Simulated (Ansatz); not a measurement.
Geometry optimisation, RKS PBE0-D4/def2-TZVP in Ansatz.

The input (input.yaml):

```yaml
crystal:
  periodic: [false, false, false]
  atoms:
    - { symbol: W, position_ang: [0.0, 0.0, 0.0] }
    - { symbol: O, position_ang: [0.0, 0.0, 1.94] }
    - { symbol: H, position_ang: [-0.9095, -0.2814, 2.2771] }
    - { symbol: H, position_ang: [1.72, 0.0, 0.0] }
    - { symbol: H, position_ang: [0.0, 1.72, 0.0] }
    - { symbol: H, position_ang: [-1.72, 0.0, 0.0] }
    - { symbol: H, position_ang: [0.0, -1.72, 0.0] }
    - { symbol: H, position_ang: [0.0, 0.0, -1.72] }
basis:
  gaussian: { orbitals: def2-TZVP }
hamiltonian:
  xc: pbe0
  dispersion: d4
relax:
  f_tol: 0.02
  max_steps: 40
```

Run as:

```bash
$ ansatz run input.yaml --threads 2 --pin off --max-ram 3072MiB --backend cpu --events-out ev --progress --plain --runs-dir out
```

Problem. Where does it end, and by what steps?

Solution. It converged. After 14 steps the energy has fallen by 4.960 eV; H5 moved furthest, 0.60 Å.

```json
{"step": "0", "energy less start (eV)": "0.0000", "largest force component (eV/Å)": "7.448", "accepted": "yes"}
{"step": "1", "energy less start (eV)": "-1.7256", "largest force component (eV/Å)": "2.044", "accepted": "yes"}
{"step": "2", "energy less start (eV)": "-2.9075", "largest force component (eV/Å)": "3.555", "accepted": "yes"}
{"step": "3", "energy less start (eV)": "-3.9521", "largest force component (eV/Å)": "2.080", "accepted": "yes"}
{"step": "4", "energy less start (eV)": "-4.6296", "largest force component (eV/Å)": "0.771", "accepted": "yes"}
{"step": "5", "energy less start (eV)": "-4.8548", "largest force component (eV/Å)": "0.637", "accepted": "yes"}
{"step": "6", "energy less start (eV)": "-4.9124", "largest force component (eV/Å)": "0.929", "accepted": "yes"}
{"step": "7", "energy less start (eV)": "-4.9294", "largest force component (eV/Å)": "0.902", "accepted": "yes"}
{"step": "8", "energy less start (eV)": "-4.9295", "largest force component (eV/Å)": "0.670", "accepted": "yes"}
{"step": "9", "energy less start (eV)": "-4.9448", "largest force component (eV/Å)": "0.234", "accepted": "yes"}
{"step": "10", "energy less start (eV)": "-4.9536", "largest force component (eV/Å)": "0.177", "accepted": "yes"}
{"step": "11", "energy less start (eV)": "-4.9592", "largest force component (eV/Å)": "0.034", "accepted": "yes"}
{"step": "12", "energy less start (eV)": "-4.9595", "largest force component (eV/Å)": "0.037", "accepted": "yes"}
{"step": "13", "energy less start (eV)": "-4.9596", "largest force component (eV/Å)": "0.039", "accepted": "yes"}
{"step": "14", "energy less start (eV)": "-4.9597", "largest force component (eV/Å)": "0.020", "accepted": "yes"}
```

```xyz
8
Properties=species:S:1:pos:R:3
W 0.290 0.344 0.330
O -0.272 -0.056 2.069
H -0.921 -0.635 2.473
H 1.655 -0.462 -0.315
H -0.362 1.707 -0.474
H -1.239 0.002 -0.181
H -0.117 -1.194 -0.099
H 0.057 0.012 -1.306
```

Whether the end is a true minimum wasn't checked by a vibrational analysis.

Run time: 50 s on 2 threads of Intel(R) Xeon(R) Platinum 8259CL CPU @ 2.50GHz (Skylake/Cascade Lake), on a shared host, peak memory 0.2 GiB.
